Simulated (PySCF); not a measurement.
Species: (PF2)3P, P₄F₆.
Atom-mapped SMILES: `[F:1][P:2]([F:3])[P:4]([P:5]([F:6])[F:7])[P:8]([F:9])[F:10]`

Method: PBE0-D3(BJ)/def2-SVP geometry optimisation, gas phase (PySCF); density fitting, grid level 1; the optimiser is geomeTRIC in internal coordinates, started from a GFN2-xTB structure with every atom displaced at random (about 0.01 Å).

Geometry at step 2:
```
atom  x, y, z in Å
F1     -2.4033    1.2829    0.0015
P2     -0.8491    1.7055   -0.1425
F3     -0.8888    2.3389   -1.6151
P4     -0.1105   -0.3657   -0.7114
P5     -0.7928   -1.1317    1.3148
F6     -2.0712   -1.9601    0.8152
F7      0.2790   -2.3358    1.3977
P8      1.8962    0.1462    0.2084
F9      2.2401    1.3351   -0.8300
F10     2.7508   -1.0362   -0.4595
```

**Question.** What forces act on the atoms?

**Answer.** 
```csv
atom,Fx (eV/Å),Fy (eV/Å),Fz (eV/Å)
F1,0.103,-0.018,0.009
P2,-0.056,0.090,-0.102
F3,-0.037,-0.069,-0.004
P4,0.001,0.108,0.226
P5,-0.169,-0.046,0.008
F6,0.042,-0.026,-0.044
F7,0.029,0.039,-0.029
P8,0.176,-0.117,-0.047
F9,-0.061,-0.016,0.024
F10,-0.029,0.055,-0.040
```

The largest, 0.25 eV/Å, acts on P4; the rms over all components is 0.081 eV/Å. The forces sum to zero within rounding, as they must for an isolated molecule in no field.

**Question.** Give the force on P4 in Eh/bohr and in nN.

**Answer.** 0.250 eV/Å ÷ 51.422 = 0.00487 Eh/bohr, and 0.250 eV/Å × 1.602 = 0.40 nN.

**Question.** How far is this geometry from the end of the optimisation?

**Answer.** 0.090 eV above it, and 0.245 Å rms away after alignment. The bonds farthest from their final lengths, with half the difference of the two atoms' forces along the bond (positive lengthens):

```
 bond  now (Å)  final (Å)  force along bond (eV/Å)
P2–P4    2.271      2.259                    -0.04
P4–P5    2.271      2.260                    -0.05
P4–P8    2.266      2.260                     0.00
P8–F9    1.616      1.621                    -0.01
P5–F7    1.614      1.619                    +0.03
F1–P2    1.617      1.620                    -0.06
```

The angle farthest from its final value is P2–P4–P8, 88.9° against 95.7°.

Of the 2 listed bonds off by 0.010 Å or more, this force points towards the final length in 2.

What follows is the cost of the whole optimisation. The run took 3.2 min on one thread, Intel Xeon Platinum 8259CL at 2.50 GHz (x86_64), no GPU, shared host with 96 logical CPUs at a one-minute load of 27, and the process peaked at 0.73 GiB of memory.
